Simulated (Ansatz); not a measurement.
Z-matrix (Å, degrees):
```
Al
F 1 1.6541
F 1 1.6563 2 119.45
S 1 2.1675 2 119.50 3 180.00
H 4 1.3565 1 91.02 2 179.99
```
Charge 0, multiplicity 1.

Level of theory: frozen-core CCSD(T)/cc-pVTZ // PBE-D3(BJ)/def2-TZVP run with Ansatz (an electronic-structure program).

```json
{
 "HF energy": "-839.22172 Ha",
 "MP2 correlation energy": "-0.75410 Ha"
}
```

### Question
Estimate the CCSD correlation energy, the (T) correction, the total energy and the T1 diagnostic.

### Answer

| Item | Value |
|---|---|
| CCSD correlation energy | -0.77069 Ha |
| (T) correction | -0.02553 Ha |
| CCSD(T) total energy | -840.01793 Ha |
| T1 diagnostic | 0.012 |
